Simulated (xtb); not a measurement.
rhenium atom (Re), sextet (GFN-xTB shapes and energies of metal compounds can be far from the true ones); GFN2-xTB run with xtb 6.7.1.

Input for xtb:
```
$ xtb mol.xyz --gfn 2 --chrg 0 --uhf 5 --json

# file mol.xyz
1

Re     0.00000000     0.00000000     0.00000000
```

The log (banner, timings and long lists left out):

```
   ID    Z sym.   atoms
    1   75 Re     1

           -------------------------------------------------
          |                Calculation Setup                |
           -------------------------------------------------

           -------------------------------------------------
          |                 G F N 2 - x T B                 |
           -------------------------------------------------

          ...................................................
          :                      SETUP                      :
          :.................................................:
          :  # basis functions                  10          :
          :  # atomic orbitals                   9          :
          :  # shells                            3          :
          :  # electrons                         7          :
          :  max. iterations                   250          :
          :  Hamiltonian                  GFN2-xTB          :
          :  restarted?                      false          :
          :  GBSA solvation                  false          :
          :  PC potential                    false          :
          :  electronic temp.          300.0000000     K    :
          :  accuracy                    1.0000000          :
          :  -> integral cutoff          0.2500000E+02      :
          :  -> integral neglect         0.1000000E-07      :
          :  -> SCF convergence          0.1000000E-05 Eh   :
          :  -> wf. convergence          0.1000000E-03 e    :
          :  Broyden damping             0.4000000          :
          :  net charge                          0          :
          :  unpaired electrons                  5          :
          ...................................................

 iter      E             dE          RMSdq      gap      omega  full diag
   1     -3.0016410 -0.300164E+01  0.141E+01    7.34       7.3  T
   2     -3.0016410  0.274003E-12  0.113E+01    7.29       7.3  T
   3     -3.0016410  0.617284E-13  0.871E+00    7.18       7.2  T
   4     -3.0016410  0.888178E-15  0.697E+00    7.06       7.1  T
   5     -3.0016410  0.444089E-15  0.558E+00    6.94       6.9  T
   6     -3.0016410 -0.133227E-14  0.446E+00    6.83       6.8  T
   7     -3.0016410  0.888178E-15  0.357E+00    6.73       6.7  T
   8     -3.0016410 -0.888178E-15  0.275E+00    6.63       6.6  T
   9     -3.0016410  0.888178E-15  0.220E+00    6.56       6.6  T
  10     -3.0016410 -0.444089E-15  0.169E+00    6.49       6.5  T
  11     -3.0016410  0.444089E-15  0.135E+00    6.45       6.4  T
  12     -3.0016410  0.000000E+00  0.104E+00    6.40       6.4  T
  13     -3.0016410 -0.444089E-15  0.834E-01    6.37       6.4  T
  14     -3.0016410  0.444089E-15  0.667E-01    6.35       6.3  T
  15     -3.0016410  0.000000E+00  0.514E-01    6.33       6.3  T
  16     -3.0016410  0.000000E+00  0.411E-01    6.31       6.3  T
  17     -3.0016410  0.000000E+00  0.329E-01    6.30       6.3  T
  18     -3.0016410  0.000000E+00  0.263E-01    6.29       6.3  T
  19     -3.0016410 -0.444089E-15  0.210E-01    6.28       6.3  T
  20     -3.0016410  0.133227E-14  0.168E-01    6.27       6.3  T
  21     -3.0016410 -0.888178E-15  0.130E-01    6.27       6.3  T
  22     -3.0016410  0.888178E-15  0.104E-01    6.26       6.3  T
  23     -3.0016410 -0.133227E-14  0.799E-02    6.26       6.3  T
  24     -3.0016410  0.444089E-15  0.639E-02    6.26       6.3  T
  25     -3.0016410  0.000000E+00  0.492E-02    6.26       6.3  T
  26     -3.0016410  0.000000E+00  0.394E-02    6.25       6.3  T
  27     -3.0016410  0.000000E+00  0.315E-02    6.25       6.3  T
  28     -3.0016410  0.444089E-15  0.252E-02    6.25       6.3  T
  29     -3.0016410 -0.888178E-15  0.201E-02    6.25       6.3  T
  30     -3.0016410  0.133227E-14  0.161E-02    6.25       6.3  T
  31     -3.0016410 -0.888178E-15  0.124E-02    6.25       6.3  T
  32     -3.0016410  0.444089E-15  0.993E-03    6.25       6.3  T
  33     -3.0016410 -0.444089E-15  0.765E-03    6.25       6.2  T
  34     -3.0016410 -0.444089E-15  0.612E-03    6.25       6.2  T
  35     -3.0016410  0.444089E-15  0.471E-03    6.25       6.2  T
  36     -3.0016410 -0.444089E-15  0.346E-03    6.25       6.2  T
  37     -3.0016410  0.444089E-15  0.277E-03    6.25       6.2  T
  38     -3.0016410  0.888178E-15  0.213E-03    6.25       6.2  T
  39     -3.0016410 -0.888178E-15  0.171E-03    6.25       6.2  T
  40     -3.0016410  0.000000E+00  0.137E-03    6.25       6.2  T
  41     -3.0016410  0.000000E+00  0.105E-03    6.25       6.2  T
  42     -3.0016410  0.000000E+00  0.841E-04    6.25       6.2  T
  43     -3.0016410  0.000000E+00  0.673E-04    6.25       6.2  T

   *** convergence criteria satisfied after 43 iterations ***

         :::::::::::::::::::::::::::::::::::::::::::::::::::::
         ::                     SUMMARY                     ::
         :::::::::::::::::::::::::::::::::::::::::::::::::::::
         :: total energy              -3.001641015966 Eh    ::
         :: gradient norm              0.000000000000 Eh/a0 ::
         :: HOMO-LUMO gap              6.248786186619 eV    ::
         ::.................................................::
         :: SCC energy                -3.001641015966 Eh    ::
         :: -> isotropic ES           -0.013333333333 Eh    ::
         :: -> anisotropic ES          0.000000000000 Eh    ::
         :: -> anisotropic XC          0.000000000000 Eh    ::
         :: -> dispersion              0.000000000000 Eh    ::
         :: repulsion energy           0.000000000000 Eh    ::
         :: add. restraining           0.000000000000 Eh    ::
         :: total charge               0.000000000000 e     ::
         :::::::::::::::::::::::::::::::::::::::::::::::::::::

           -------------------------------------------------
          |                Property Printout                |
           -------------------------------------------------

    * Orbital Energies and Occupations

         #    Occupation            Energy/Eh            Energy/eV
      -------------------------------------------------------------
         1        2.0000           -0.4787811             -13.0283
         2        1.0000           -0.3438089              -9.3555
         3        1.0000           -0.3438089              -9.3555
         4        1.0000           -0.3438089              -9.3555
         5        1.0000           -0.3438089              -9.3555
         6        1.0000           -0.3438089              -9.3555 (HOMO)
         7                         -0.1141702              -3.1067 (LUMO)
         8                         -0.1141702              -3.1067
         9                         -0.1141702              -3.1067
      -------------------------------------------------------------
                  HL-Gap            0.2296387 Eh            6.2488 eV
             Fermi-level           -0.3201423 Eh           -8.7115 eV

     #   Z          covCN         q      C6AA      α(0)
     1  75 Re       0.000     0.000   852.265    70.907

 Mol. C6AA /au·bohr⁶  :        852.265410
 Mol. C8AA /au·bohr⁸  :     126678.377565
 Mol. α(0) /au        :         70.906715

Wiberg/Mayer (AO) data.
largest (>0.10) Wiberg bond orders for each atom

 ---------------------------------------------------------------------------
     #   Z sym  total        # sym  WBO       # sym  WBO       # sym  WBO
 ---------------------------------------------------------------------------
     1  75 Re   0.000
 ---------------------------------------------------------------------------

molecular dipole:
                 x           y           z       tot (Debye)
 q only:        0.000       0.000       0.000
   full:        0.000       0.000       0.000       0.000
molecular quadrupole (traceless):
                xx          xy          yy          xz          yz          zz
 q only:        0.000       0.000       0.000       0.000       0.000       0.000
  q+dip:        0.000       0.000       0.000       0.000       0.000       0.000
   full:       -0.000      -0.000      -0.000      -0.000      -0.000      -0.000

           -------------------------------------------------
          | TOTAL ENERGY               -3.001641015966 Eh   |
          | GRADIENT NORM               0.000000000000 Eh/α |
          | HOMO-LUMO GAP               6.248786186619 eV   |
           -------------------------------------------------

normal termination of xtb
```
